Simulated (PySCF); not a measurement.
## Computed properties of C5H3F, SMILES C#CC(=C=C)F

C5H3F, SMILES C#CC(F)=C=C. Geometry: B3LYP-D3(BJ)/def2-SVP. The structure was generated by enumeration, and PubChem lists no compound with its InChIKey, so it may never have been made. The values are those of a single conformer. All values are computed for the isolated molecule unless a solvent is named; none is compared with measurement here.

**Structure.** The optimised structure has Cs symmetry. All 21 harmonic modes at B3LYP-D3(BJ)/def2-SVP (PySCF) are real, so it is a minimum. With heavy atoms numbered as in [CH:1]#[C:2][C:3]([F:4])=[C:5]=[CH2:6], the shortest bond between them is C1–C2 at 1.213 Å and the longest C2–C3 at 1.425 Å.

**Vibrations.** The strongest infrared lines (harmonic, unscaled, degenerate partners summed) lie at 1223 cm⁻¹ (198 km/mol, C 82 %, F 17 %), 3469 cm⁻¹ (90 km/mol, H 86 %, C 14 %), 1285 cm⁻¹ (46 km/mol, C 57 %, H 41 %). The softest mode is at 130 cm⁻¹ and the zero-point energy is 36.2 kcal/mol.

**Electronic structure.** r2SCAN/def2-TZVP (PySCF) places the frontier levels at -6.20 and -1.97 eV, a gap of 4.23 eV, and gives a dipole moment of 1.94 D and a mean polarisability of 64.5 bohr³. PBE/def2-TZVP (PySCF) at the same geometry gives -6.01 and -2.16 eV, so its gap is 0.38 eV narrower. An orbital gap is neither the optical nor the fundamental gap.

**Excitations.** TDA-ωB97X/def2-SVPD (PySCF) has S1 at 4.60 eV (270 nm, f = 0.000, dark); the most intense of the 10 singlets computed lies at 7.53 eV (f = 1.01). T1 (TDA) is at 3.66 eV, 0.94 eV under S1. TDA-PBE/def2-SVPD (PySCF) puts S1 at 3.96 eV. No vertical singlet excitation falls in the visible range (under 3.1 eV).

**NMR.** GIAO shifts at PBE0/pcSseg-1 (PySCF) (non-relativistic, atoms alike by connectivity averaged): ¹³C from 76.8 to 227.4 ppm against TMS; ¹H from 4.1 to 6.4 ppm against TMS; ¹⁹F at -160.2 ppm against CFCl3.

**Solvation.** SMD-ωB97X/def2-SVP (PySCF) gives 0.6 kcal/mol in water, -2.5 kcal/mol in toluene, -3.0 kcal/mol in ethylethanoate (1 M in both phases, gas-phase geometry).
